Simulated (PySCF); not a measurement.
## Working out the ionisation energy of Zn

Zn [Ar] 3d10 4s2 (1S) → Zn⁺ [Ar] 3d10 4s1 (2S). Calculation: PySCF 2.14, in aug-cc-pVDZ-PP with ECP10MDF (5s5p4d2f, 54 functions); scalar relativity through the core potential. Frozen: 3s2 3p6. Energies in hartree (1 hartree = 27.21139 eV):

```tsv
part	Zn (lower)	Zn⁺ (upper)
UHF	-225.952569	-225.663229
MP2 opposite-spin	-0.301853	-0.264730
MP2 same-spin	-0.166911	-0.156396
```

Question: What does Hartree-Fock give?

Answer: (-225.663229) − (-225.952569) = 0.289340 hartree = 7.873 eV.

Question: What do MP2 and SCS-MP2 (6/5 opposite-spin, 1/3 same-spin) give?

Answer: The opposite-spin parts differ by 1.010 eV and the same-spin parts by 0.286 eV. MP2: 7.873 + (1.010) + (0.286) = 9.169 eV. SCS-MP2: 7.873 + 1.2 × (1.010) + (0.286)/3 = 9.180 eV.

Measured between the centres of the two terms (NIST): 9.394 eV, so MP2 (valence) is off by -0.225 eV.

A double-zeta basis recovers only part of the correlation energy.

What remains against the reference includes basis incompleteness, the frozen core and correlation beyond second order.
